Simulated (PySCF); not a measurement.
# One molecule, several mistakes: CClGe2H7

These are calculations, not measurements. The program is PySCF 2.14.0, an open-source quantum chemistry code, run on an isolated molecule that a program drew, which may never have been made. The molecule is CClGe2H7 (charge 0, singlet), drawn as the SMILES string `[Cl][GeH2][CH2][GeH3]`.

Each row is a Hartree-Fock (HF) and frozen-core CCSD(T) single point in the cc-pV(D+d)Z basis, meant for a local HF minimum. Run 1 is clean. Each other run has one planted mistake out of seven kinds, and not every kind appears here: one electron removed, one electron added, multiplicity raised by two, geometry at a saddle point, minimal basis STO-3G, one bond length entered in bohr, all coordinates scaled. The reference is restricted for singlets and unrestricted otherwise, and also for a bond in bohr. Adding or removing an electron swaps singlet and doublet. Electrons count all cores. HOMO and LUMO are orbital energies over both spins, the gradient is its largest component, and the lowest frequency (negative if imaginary) is given only where the gradient is small. Bond lengths are over the 10 bonds as drawn. T1 is the CCSD diagnostic: over 0.02 (restricted) or 0.045 (unrestricted) a single reference is doubtful. Germanium has the cc-pVDZ-PP basis, with a core potential (ECP10MDF) in place of its 10 inner electrons, and its 3s, 3p and 3d shells are frozen in CCSD(T).

Geometry of the clean run:
```xyz
11
CClGe2H7, angstrom
Cl   -0.8612    2.2176   -1.7322
Ge   -0.8157    0.2942   -0.6939
C     1.0266   -0.0939   -0.1932
Ge    1.9715    1.2667    0.8823
H    -1.7302    0.4529    0.5171
H    -1.3824   -0.7193   -1.6842
H     1.0099   -1.0292    0.3762
H     1.6002   -0.2795   -1.1047
H     1.0817    1.7198    2.0454
H     3.2490    0.6384    1.4515
H     2.3406    2.4716    0.0190
```

```
run  electrons  basis functions  <S^2>  HOMO (eV)  LUMO (eV)  gradient (hartree/bohr)  lowest frequency (cm^-1)  mean bond (Å)  longest bond (Å)      T1  HF (hartree)  CCSD(T) (hartree)                     mistake
  1         94              118  0.000     -11.37       3.38                  7.0e-06                        33         1.5943             2.186  0.0093   -1088.23949        -1088.79827                    no fault
  2         94              118  2.012      -4.07      -2.34                  1.4e-01                         -         1.5943             2.186  0.0272   -1087.98421        -1088.54090  multiplicity raised by two
  3         95              118  0.761       2.21       7.67                  7.8e-02                         -         1.5943             2.186  0.0205   -1088.13506        -1088.71370          one electron added
  4         94              118  0.000     -11.03       2.13                  4.8e-02                         -         1.7505             2.400  0.0113   -1088.16409        -1088.73924      all coordinates scaled
  5         93              118  0.772     -16.32      -8.72                  6.8e-02                         -         1.5943             2.186  0.0654   -1087.86798        -1088.41363                           ?
```

**Which mistake was planted in run 5, and what did it cost?**

It counts 93 electrons, one fewer than the clean run, at the same geometry and basis. So the mistake is: one electron removed. Subtracting run 1 and multiplying by 627.51 kcal/mol a hartree, the energy moved by 233.1 kcal/mol in HF and 241.4 kcal/mol in CCSD(T).

Cautions from the logs. Run 3: the HOMO is above zero, so the electron isn't bound and the energy depends on the basis; run 5: T1 is over the limit, so its CCSD(T) energy is less reliable.
